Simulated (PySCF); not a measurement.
C10H10Co (cation, charge +1), singlet, GFN2-xTB optimised geometry.

```
21

Co    -0.02     0.16     0.00
C      0.74     0.44    -1.88
C      1.54    -0.49    -1.16
C      2.03     0.16     0.00
C      1.54     1.49     0.00
C      0.74     1.67    -1.16
H      0.30     0.28    -2.86
H      1.81    -1.48    -1.50
H      2.74    -0.25     0.70
H      1.81     2.27     0.70
H      0.30     2.59    -1.50
C     -0.70    -1.18     1.40
C     -1.41    -1.34     0.18
C     -2.05    -0.11    -0.12
C     -1.74     0.81     0.91
C     -0.91     0.15     1.85
H     -0.19    -1.96     1.94
H     -1.52    -2.27    -0.37
H     -2.74     0.06    -0.94
H     -2.15     1.80     1.02
H     -0.57     0.55     2.80
```

Density from PBE0/def2-SVP (PySCF) at that geometry.

Minimum of the electron density along straight lines between bonded atoms, close to the bond critical point (lines longer than 1.1 times the sum of covalent radii, or with two minima, are not listed):

```json
[
 {"bond": "Co1–C2", "length / Å": "2.052", "ρ at the minimum / e bohr⁻³": "0.085", "∇²ρ there / e bohr⁻⁵": "0.28", "position (fraction from the first atom)": "0.50"},
 {"bond": "Co1–C3", "length / Å": "2.052", "ρ at the minimum / e bohr⁻³": "0.085", "∇²ρ there / e bohr⁻⁵": "0.28", "position (fraction from the first atom)": "0.50"},
 {"bond": "C2–C3", "length / Å": "1.421", "ρ at the minimum / e bohr⁻³": "0.293", "∇²ρ there / e bohr⁻⁵": "-0.69", "position (fraction from the first atom)": "0.50"},
 {"bond": "Co1–C4", "length / Å": "2.052", "ρ at the minimum / e bohr⁻³": "0.085", "∇²ρ there / e bohr⁻⁵": "0.28", "position (fraction from the first atom)": "0.50"},
 {"bond": "C3–C4", "length / Å": "1.421", "ρ at the minimum / e bohr⁻³": "0.293", "∇²ρ there / e bohr⁻⁵": "-0.69", "position (fraction from the first atom)": "0.50"},
 {"bond": "Co1–C5", "length / Å": "2.052", "ρ at the minimum / e bohr⁻³": "0.085", "∇²ρ there / e bohr⁻⁵": "0.28", "position (fraction from the first atom)": "0.50"},
 {"bond": "C4–C5", "length / Å": "1.421", "ρ at the minimum / e bohr⁻³": "0.293", "∇²ρ there / e bohr⁻⁵": "-0.69", "position (fraction from the first atom)": "0.50"},
 {"bond": "Co1–C6", "length / Å": "2.052", "ρ at the minimum / e bohr⁻³": "0.085", "∇²ρ there / e bohr⁻⁵": "0.28", "position (fraction from the first atom)": "0.50"},
 {"bond": "C2–C6", "length / Å": "1.420", "ρ at the minimum / e bohr⁻³": "0.293", "∇²ρ there / e bohr⁻⁵": "-0.69", "position (fraction from the first atom)": "0.50"},
 {"bond": "C5–C6", "length / Å": "1.420", "ρ at the minimum / e bohr⁻³": "0.293", "∇²ρ there / e bohr⁻⁵": "-0.69", "position (fraction from the first atom)": "0.50"},
 {"bond": "C2–H7", "length / Å": "1.079", "ρ at the minimum / e bohr⁻³": "0.285", "∇²ρ there / e bohr⁻⁵": "-1.15", "position (fraction from the first atom)": "0.65"},
 {"bond": "C3–H8", "length / Å": "1.079", "ρ at the minimum / e bohr⁻³": "0.285", "∇²ρ there / e bohr⁻⁵": "-1.15", "position (fraction from the first atom)": "0.65"},
 {"bond": "C4–H9", "length / Å": "1.079", "ρ at the minimum / e bohr⁻³": "0.285", "∇²ρ there / e bohr⁻⁵": "-1.15", "position (fraction from the first atom)": "0.65"},
 {"bond": "C5–H10", "length / Å": "1.079", "ρ at the minimum / e bohr⁻³": "0.285", "∇²ρ there / e bohr⁻⁵": "-1.15", "position (fraction from the first atom)": "0.65"},
 {"bond": "C6–H11", "length / Å": "1.079", "ρ at the minimum / e bohr⁻³": "0.285", "∇²ρ there / e bohr⁻⁵": "-1.15", "position (fraction from the first atom)": "0.65"},
 {"bond": "Co1–C12", "length / Å": "2.052", "ρ at the minimum / e bohr⁻³": "0.085", "∇²ρ there / e bohr⁻⁵": "0.28", "position (fraction from the first atom)": "0.50"},
 {"bond": "Co1–C13", "length / Å": "2.052", "ρ at the minimum / e bohr⁻³": "0.085", "∇²ρ there / e bohr⁻⁵": "0.28", "position (fraction from the first atom)": "0.50"},
 {"bond": "C12–C13", "length / Å": "1.421", "ρ at the minimum / e bohr⁻³": "0.293", "∇²ρ there / e bohr⁻⁵": "-0.69", "position (fraction from the first atom)": "0.50"},
 {"bond": "Co1–C14", "length / Å": "2.052", "ρ at the minimum / e bohr⁻³": "0.085", "∇²ρ there / e bohr⁻⁵": "0.28", "position (fraction from the first atom)": "0.50"},
 {"bond": "C13–C14", "length / Å": "1.420", "ρ at the minimum / e bohr⁻³": "0.293", "∇²ρ there / e bohr⁻⁵": "-0.69", "position (fraction from the first atom)": "0.50"},
 {"bond": "Co1–C15", "length / Å": "2.052", "ρ at the minimum / e bohr⁻³": "0.085", "∇²ρ there / e bohr⁻⁵": "0.28", "position (fraction from the first atom)": "0.50"},
 {"bond": "C14–C15", "length / Å": "1.421", "ρ at the minimum / e bohr⁻³": "0.293", "∇²ρ there / e bohr⁻⁵": "-0.69", "position (fraction from the first atom)": "0.50"},
 {"bond": "Co1–C16", "length / Å": "2.052", "ρ at the minimum / e bohr⁻³": "0.085", "∇²ρ there / e bohr⁻⁵": "0.28", "position (fraction from the first atom)": "0.50"},
 {"bond": "C12–C16", "length / Å": "1.420", "ρ at the minimum / e bohr⁻³": "0.293", "∇²ρ there / e bohr⁻⁵": "-0.69", "position (fraction from the first atom)": "0.50"},
 {"bond": "C15–C16", "length / Å": "1.420", "ρ at the minimum / e bohr⁻³": "0.293", "∇²ρ there / e bohr⁻⁵": "-0.69", "position (fraction from the first atom)": "0.50"},
 {"bond": "C12–H17", "length / Å": "1.079", "ρ at the minimum / e bohr⁻³": "0.285", "∇²ρ there / e bohr⁻⁵": "-1.15", "position (fraction from the first atom)": "0.65"},
 {"bond": "C13–H18", "length / Å": "1.079", "ρ at the minimum / e bohr⁻³": "0.285", "∇²ρ there / e bohr⁻⁵": "-1.15", "position (fraction from the first atom)": "0.65"},
 {"bond": "C14–H19", "length / Å": "1.079", "ρ at the minimum / e bohr⁻³": "0.285", "∇²ρ there / e bohr⁻⁵": "-1.15", "position (fraction from the first atom)": "0.65"},
 {"bond": "C15–H20", "length / Å": "1.079", "ρ at the minimum / e bohr⁻³": "0.285", "∇²ρ there / e bohr⁻⁵": "-1.15", "position (fraction from the first atom)": "0.65"},
 {"bond": "C16–H21", "length / Å": "1.079", "ρ at the minimum / e bohr⁻³": "0.285", "∇²ρ there / e bohr⁻⁵": "-1.15", "position (fraction from the first atom)": "0.65"}
]
```
